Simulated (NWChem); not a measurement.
# C3H3BO2; SMILES C(B(C=O)O)#C

```xyz
9

C      0.9544     2.3510     0.2733
C      0.3407     1.3220     0.0751
B     -0.4397     0.0372    -0.1721
O     -1.7972    -0.0070    -0.1988
C      0.2862    -1.3731    -0.4217
O      1.4970    -1.5169    -0.4314
H      1.5107     3.2460     0.4461
H     -2.2046     0.8601    -0.0446
H     -0.3767    -2.2573    -0.5936
```
Atoms are numbered in this order, from 1.

All runs: NWChem. STO-3G and 3-21G are far too small for this property and stand as cheap habits. Geometry: optimised at B3LYP/6-31G* (spherical d). GIAO values for the isolated, static molecule; σ is the absolute isotropic shielding, δ = σ(reference) − σ with the isolated reference molecule computed at the same levels (11B: boron trifluoride, 13C: tetramethylsilane, 1H: tetramethylsilane, 17O: water).

```csv
level,δ C1 (ppm),δ B3 (ppm),δ O4 (ppm),δ C5 (ppm),δ O6 (ppm),δ H7 (ppm),δ H8 (ppm)
PBE/pcSseg-1,105.6,7.2,212.8,239.1,992.8,2.77,6.93
BHandHLYP/pcSseg-1,109.3,12.6,178.4,237.6,995.6,2.92,6.39
Hartree-Fock/STO-3G,[?],[?],[?],[?],[?],[?],[?]
```

Problem. Complete the blanks.

Solution. 
- Hartree-Fock/STO-3G, δ C1 (ppm): 102.2
- Hartree-Fock/STO-3G, δ B3 (ppm): 14.4
- Hartree-Fock/STO-3G, δ O4 (ppm): 83.0
- Hartree-Fock/STO-3G, δ C5 (ppm): 176.4
- Hartree-Fock/STO-3G, δ O6 (ppm): 908.4
- Hartree-Fock/STO-3G, δ H7 (ppm): 3.97
- Hartree-Fock/STO-3G, δ H8 (ppm): 5.31
